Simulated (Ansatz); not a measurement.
Ansatz (a program for electronic structure) input (CCSD(T)/aug-cc-pVDZ):

Ansatz 0.2 input:
```yaml
crystal:
  periodic: [false, false, false]
  atoms:
    - {symbol: B, position_ang: [0.12097551, 0.41893980, -0.04317243]}
    - {symbol: O, position_ang: [1.13529893, -0.27687544, 0.46827673]}
    - {symbol: O, position_ang: [-1.10677257, -0.05789316, -0.38847549]}
    - {symbol: H, position_ang: [0.38503049, 1.58663834, -0.18997045]}
    - {symbol: H, position_ang: [-1.21811895, -1.00318858, -0.23257734]}
basis:
  gaussian:
    orbitals: aug-cc-pVDZ
magnetization: {spin_polarized: true, initial_magnetization: 1}
correlation: {method: ccsd_t, electrons: outside_noble_gas}
output: {forces: true}
```

End of the output:

```
cycle  13  -12.53399380 eV  change   -2.4e-6 eV  update   7.6e-6
cycle  14  -12.53399249 eV  change    1.3e-6 eV  update   3.2e-6
cycle  15  -12.53399364 eV  change   -1.2e-6 eV  update   1.6e-6
cycle  16  -12.53399374 eV  change   -1.0e-7 eV  update   7.8e-7
cycle  17  -12.53399399 eV  change   -2.4e-7 eV  update   3.7e-7
perturbative correction -0.35404873 eV, -0.0130110508 hartree
the calculation of the forces begins
0.10 GiB of device memory are held for the factors and their scratch space
Total energy: -4792.60404006 eV, -176.1249499286 hartree
Atom 0 at     0.120976     0.418940    -0.043172 Å, force    -0.234594     0.741308    -0.238742 eV/Å
Atom 1 at     1.135299    -0.276875     0.468277 Å, force     0.925230    -0.679001     0.475720 eV/Å
Atom 2 at    -1.106773    -0.057893    -0.388475 Å, force    -0.752107    -0.100571    -0.251281 eV/Å
Atom 3 at     0.385030     1.586638    -0.189970 Å, force     0.030806     0.201910    -0.030758 eV/Å
Atom 4 at    -1.218119    -1.003189    -0.232577 Å, force     0.030666    -0.163645     0.045060 eV/Å
Dipole moment:    -0.145651    -0.181976    -0.014937 e Å
```

It need not be the lowest isomer of its formula.
